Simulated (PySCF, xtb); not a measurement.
CHCl2FOSi, SMILES Cl[Si](C=O)(Cl)F. One conformer was computed; it need not be the lowest.

Harmonic wavenumbers (cm⁻¹) from GFN2-xTB in xtb at its own minimum, in rising order: 32, 101, 108, 144, 189, 215, 390, 459, 574, 683, 784, 799, 1359, 1757, 2712.

### Question
What does PySCF with PBE-D3(BJ)/def2-SVP give at its own minimum? (The exact figures need the calculation; the answer reports its results.)

### Answer
30, 98, 134, 181, 228, 241, 374, 477, 612, 712, 835, 899, 1330, 1756, 2742. Paired by order, the mean absolute difference is 30 cm⁻¹ and the zero-point energies are 14.7 and 15.2 kcal/mol.
